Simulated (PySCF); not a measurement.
Predicted spectroscopic data

Theory: NMR shieldings at PBE0/pcSseg-1/GIAO, coordinates at the GFN2-xTB level, in PySCF (no relativistic terms, in vacuum, a single conformation, fast rotation and ring inversion assumed for equivalent nuclei).

Shifts are taken against calculated references (same method and geometry level): $^{1}$H (31.72 ppm) and $^{13}$C (186.93 ppm) vs TMS. Splittings of carbon signals by F and P are missing where no couplings were computed. Where no couplings were computed, multiplicities follow the n + 1 count of equivalent neighbours, and m marks all less simple cases (inequivalent or close neighbours, rings, F or P nearby). Shifts are as computed. Against solution values, carbons near 30 ppm lie about +3 ppm off and those near 130 ppm about +5 ppm. Of 1309 compounds with measured shifts, 239 miss one by over three times the rms of a fit or turn the order of signals round; such compounds aren't used in these exercises.

**1.** 2-methyl-2-pentene (SMILES CCC=C(C)C). $^{1}$H NMR (600 MHz, computed): δ 5.62 (t, 1H), 2.10 (m, 2H), 1.77 (s, 3H), 1.72 (s, 3H), 0.97 (t, 3H). $^{13}$C{$^{1}$H} NMR (computed): δ 138.1, 134.2, 29.1, 26.4, 19.0, 17.4.

**2.** SMILES Cc1cocc(F)c1=O, C$_{6}$H$_{5}$FO$_{2}$. $^{1}$H NMR (600 MHz, computed): δ 8.13 (m, 1H), 7.70 (s, 1H), 2.07 (s, 3H). $^{13}$C{$^{1}$H} NMR (computed): δ 172.8, 164.3, 155.0, 149.0, 138.3, 14.8.
